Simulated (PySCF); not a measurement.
# NMR data sheet: C9H13N

```yaml
Formula: C9H13N
SMILES: CCc1cccc(C)c1N
InChI: InChI=1S/C9H13N/c1-3-8-6-4-5-7(2)9(8)10/h4-6H,3,10H2,1-2H3
Point_group_of_the_computed_structure: C1
Degrees_of_unsaturation: 4
Carbon_signals: 9
Proton_signals: 7
```

Molfile (atoms numbered from 1):
```
C9H13N
     RDKit          3D

 23 23  0  0  0  0  0  0  0  0999 V2000
   -2.7981   -0.6671   -0.6042 C   0  0  0  0  0  0  0  0  0  0  0  0
   -2.0328   -0.1546    0.6153 C   0  0  0  0  0  0  0  0  0  0  0  0
   -0.6671    0.3832    0.2794 C   0  0  0  0  0  0  0  0  0  0  0  0
   -0.4435    1.7594    0.2133 C   0  0  0  0  0  0  0  0  0  0  0  0
    0.7973    2.2807   -0.1415 C   0  0  0  0  0  0  0  0  0  0  0  0
    1.8368    1.4039   -0.4403 C   0  0  0  0  0  0  0  0  0  0  0  0
    1.6600    0.0215   -0.3863 C   0  0  0  0  0  0  0  0  0  0  0  0
    2.7780   -0.9214   -0.7178 C   0  0  0  0  0  0  0  0  0  0  0  0
    0.3973   -0.4952   -0.0208 C   0  0  0  0  0  0  0  0  0  0  0  0
    0.2002   -1.8683   -0.0087 N   0  0  0  0  0  0  0  0  0  0  0  0
   -2.2395   -1.4624   -1.1204 H   0  0  0  0  0  0  0  0  0  0  0  0
   -2.9549    0.1459   -1.3288 H   0  0  0  0  0  0  0  0  0  0  0  0
   -3.7840   -1.0674   -0.3211 H   0  0  0  0  0  0  0  0  0  0  0  0
   -2.6149    0.6392    1.1087 H   0  0  0  0  0  0  0  0  0  0  0  0
   -1.9508   -0.9610    1.3689 H   0  0  0  0  0  0  0  0  0  0  0  0
   -1.2713    2.4344    0.4497 H   0  0  0  0  0  0  0  0  0  0  0  0
    0.9530    3.3604   -0.1862 H   0  0  0  0  0  0  0  0  0  0  0  0
    2.8172    1.7962   -0.7251 H   0  0  0  0  0  0  0  0  0  0  0  0
    2.4995   -1.6068   -1.5365 H   0  0  0  0  0  0  0  0  0  0  0  0
    3.6795   -0.3759   -1.0277 H   0  0  0  0  0  0  0  0  0  0  0  0
    3.0597   -1.5493    0.1474 H   0  0  0  0  0  0  0  0  0  0  0  0
   -0.5803   -2.1957    0.5457 H   0  0  0  0  0  0  0  0  0  0  0  0
    1.0299   -2.4308    0.1262 H   0  0  0  0  0  0  0  0  0  0  0  0
  1  2  1  0
  2  3  1  0
  3  4  2  0
  4  5  1  0
  5  6  2  0
  6  7  1  0
  7  8  1  0
  7  9  2  0
  9 10  1  0
  9  3  1  0
  1 11  1  0
  1 12  1  0
  1 13  1  0
  2 14  1  0
  2 15  1  0
  4 16  1  0
  5 17  1  0
  6 18  1  0
  8 19  1  0
  8 20  1  0
  8 21  1  0
 10 22  1  0
 10 23  1  0
M  END
```

PySCF 2.14 calculation with coordinates at the PBE0-D3(BJ)/def2-SVP level and NMR shieldings at KT2/pcSseg-1/GIAO; single conformer, non-relativistic Hamiltonian, equivalent nuclei averaged, no solvent model.

References, each an isolated molecule treated in the same way: TMS for 1H, 13C; 15N vs NH3.

| carbon | δC, type | δH (multiplicity) | HMBC from (2–3 bonds) | span of the C tensor (ppm) |
| --- | --- | --- | --- | --- |
| C1 | 15.1, CH3 | 1.11 (t) | H14/H15 | 32 |
| C2 | 31.1, CH2 | 2.43 (q) | H16, H11/H12/H13 | 27 |
| C3 | 119.8, C | – | H16, H17, H14/H15, H11/H12/H13 | 169 |
| C4 | 122.7, CH | 6.73 (d) | H18, H17, H14/H15 | 182 |
| C5 | 112.2, CH | 6.42 (m) | H18, H16 | 191 |
| C6 | 123.5, CH | 6.78 (d) | H16, H17, H19/H20/H21 | 182 |
| C7 | 113.7, C | – | H18, H17, H19/H20/H21 | 172 |
| C8 | 18.9, CH3 | 2.10 (s) | H18 | 31 |
| C9 | 137.4, C | – | H18, H16, H14/H15, H19/H20/H21 | 174 |

Other nuclei:
```
  atoms  nucleus                           environment  δ (ppm)  σ (ppm)
H22/H23       1H  hydrogen on an aniline-type nitrogen     3.17    28.01
    N10      15N                 aniline-type nitrogen     71.4    192.9
```

- Carbon types of the structure: 3 × C, 3 × CH, 1 × CH2, 2 × CH3, leaving 2 H on heteroatoms.
- δC 137.4: aromatic carbon bearing nitrogen; σ withdrawal by the attached heteroatom moves it downfield of the ring CH carbons.
- δC 123.5, 122.7, 112.2: aromatic CH.
- δC 119.8, 113.7: substituted aromatic carbon.
- δC 18.9: methyl carbon on an aromatic ring; a saturated carbon with 1 carbon neighbour and no heteroatom attached.
- δH 2.10: hydrogen on a methyl carbon on an aromatic ring; benzylic-type position, deshielded by the ring.

The OH or NH signal is concentration- and solvent-dependent in practice; the value given is the gas-phase one. Shifts are as computed. Against solution values, carbons near 30 ppm lie about +2 ppm off and those near 130 ppm about -5 ppm. Of 1211 compounds with measured shifts, 218 miss one by over three times the rms of a fit or turn the order of signals round; such compounds aren't used in these exercises. Experimental scales use liquid or dissolved standards, which lie at an offset from isolated NH3 (liquid NH3: subtract about 20 ppm). Multiplicities follow the n + 1 count of equivalent neighbours, as no J values were calculated; m marks all less simple cases, F and P coupling included.
